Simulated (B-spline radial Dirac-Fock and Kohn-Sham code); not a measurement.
What relativity does to the binding energies of Tm⁵⁵⁺

System: the Tm⁵⁵⁺ ion, 1s2 2s2 2p6 3s2 3p2.

Both columns are ΔSCF binding energies of the configuration average from a radial finite-basis atomic code: non-relativistic Hartree-Fock with a point nucleus, and Dirac-Fock with a finite nucleus and the Coulomb interaction alone, averaged over the two j levels with weights 2j+1.

```csv
shell,Hartree-Fock (eV),Dirac-Fock (eV),shift (eV),shift (%)
1s,59698.4,63941.5,+4243.15,+7.11
2s,13024.9,14207.9,+1182.97,+9.08
2p,12645.1,13075.4,+430.32,+3.40
3s,5326.7,5691.0,+364.33,+6.84
3p,5203.4,5367.6,+164.21,+3.16
```

Relativity binds 1s, 2s, 2p, 3s, 3p more strongly, among those listed most of all 2s in relative terms.

Values without a named source are computed, but for edge energies of neutral atoms, which are taken from tables.
